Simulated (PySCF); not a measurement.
# SnF: frontier orbitals

PBE0 at R = 1.983 Å; Sn aug-cc-pVDZ-PP with ECP28, F aug-cc-pVDZ; scalar-relativistic core potentials (PySCF 2.14). State: ²Π (doublet), unpaired electrons π ↑. Only the outer orbitals are listed, counted within each symmetry, core potentials removing the inner ones.

| spin | orbital | occ. | ε (eV) | on Sn (%) | main shells (%) |
| --- | --- | --- | --- | --- | --- |
| α | 6σ | 1 | -13.45 | 59 | 58 Sn s, 39 F p |
| α | 3π | 1 | -10.62 | 4 | 95 F p |
| α | 3π | 1 | -10.51 | 4 | 96 F p |
| α | 7σ | 1 | -9.78 | 54 | 46 F p, 40 Sn s, 13 Sn p |
| α | 4π | 1 | -4.96 | 99 | 98 Sn p |
| α | 4π | 0 | -3.11 | 99 | 99 Sn p |
| α | 8σ | 0 | -0.98 | 109 | 99 Sn p |
| α | 9σ | 0 | 0.25 | 106 | 99 Sn s |
| β | 6σ | 1 | -12.99 | 49 | 50 F p, 47 Sn s |
| β | 3π | 1 | -10.50 | 4 | 96 F p |
| β | 3π | 1 | -10.33 | 3 | 97 F p |
| β | 7σ | 1 | -9.35 | 64 | 52 Sn s, 37 F p, 12 Sn p |
| β | 4π | 0 | -2.78 | 99 | 99 Sn p |
| β | 4π | 0 | -1.99 | 100 | 99 Sn p |
| β | 8σ | 0 | -0.69 | 105 | 94 Sn p |

Which are the highest filled and the lowest empty level, where do they sit, and how wide is the gap?

Highest filled α 4π at -4.96 eV (in %: 98 Sn p); lowest empty α 4π at -3.11 eV (in %: 99 Sn p); the gap at PBE0 is 1.85 eV. Both belong to one degenerate shell, split only by its one-sided filling, so this is no excitation gap.

- bond order (Mayer): 0.48
- ⟨S²⟩: 0.753
- charge on Sn (Mulliken, basis-dependent): 0.59
- charge on Sn (Löwdin, basis-dependent): 0.68
- dipole moment (positive dipole means Sn(−)F(+)): -2.93 D
- polarisability along the bond: 45.9 bohr³
- polarisability across the bond: 47.2 bohr³

Shares are Mulliken populations and can fall outside 0 to 100 %.

Spin–orbit coupling is left out. The state is the lowest determinant that a PBE0 search found; another state may lie lower at other levels.
